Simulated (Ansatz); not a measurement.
Relaxation of ClF4HHf (7 atoms, charge 0, multiplicity 1), to a largest force component of 0.03 eV/Å in at most 50 steps.

The calculation used RKS PBE-D4/def2-SVP (Ansatz 0.2.0).

```xyz
7
Properties=species:S:1:pos:R:3
Hf 0.172 0.000 -0.042
Cl 0.250 0.000 2.440
F 1.991 0.000 -0.595
F -0.574 1.578 -0.808
F -0.574 -1.578 -0.808
F -2.713 0.000 1.261
H -2.293 0.000 2.095
```

**Question.** Where does it end, and by what steps?

**Answer.** The run converged. After 8 steps the energy has fallen by 0.389 eV; F6 moved furthest, 0.51 Å. Joined: Hf1–F6 (3.17 → 2.37 Å).

| step | energy less start (eV) | largest force component (eV/Å) | accepted |
| --- | --- | --- | --- |
| 0 | 0.0000 | 1.233 | yes |
| 1 | -0.1338 | 0.875 | yes |
| 2 | -0.2805 | 0.433 | yes |
| 3 | -0.3384 | 0.493 | yes |
| 4 | -0.3784 | 0.179 | yes |
| 5 | -0.3855 | 0.126 | yes |
| 6 | -0.3883 | 0.036 | yes |
| 7 | -0.3885 | 0.055 | yes |
| 8 | -0.3887 | 0.013 | yes |

```xyz
7
Properties=species:S:1:pos:R:3
Hf -0.093 0.000 0.059
Cl 0.119 0.000 2.496
F 1.760 0.000 -0.387
F -0.700 1.599 -0.794
F -0.700 -1.599 -0.794
F -2.254 0.000 1.035
H -1.874 0.000 1.929
```

Whether the end is a true minimum wasn't checked by a vibrational analysis.

Run time: 24 s on 2 threads of AMD EPYC 7R43 64-Core Processor (Zen 3), with other jobs on the host, peak memory 0.24 GiB.
